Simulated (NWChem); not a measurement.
# CsI cation, doublet; SMILES of the neutral closed-shell parent [I][Cs]

Results from NWChem. Spin-unrestricted. The state is orbitally degenerate and is run as one real component. The spin multiplicity was typed, not searched, and may not be the lowest. No stability test was run on the SCF state. def2 effective core potentials on I, Cs; no spin-orbit coupling. Each level has its own optimisation; frequencies are unscaled.

```tsv
level	r Cs–I (Å)	highest harmonic frequency (cm⁻¹)	zero-point energy (kcal/mol)
LDA (Slater exchange, VWN5)/def2-SVP	(withheld)	(withheld)	0.1
CAM-B3LYP/def2-SVP	4.072	42	0.1
PBE0-D3(BJ)/def2-TZVP	4.029	39	0.1
```

Question: Complete the blanks.

Answer: 
- LDA (Slater exchange, VWN5)/def2-SVP, r Cs–I (Å): 3.926
- LDA (Slater exchange, VWN5)/def2-SVP, highest harmonic frequency (cm⁻¹): 48
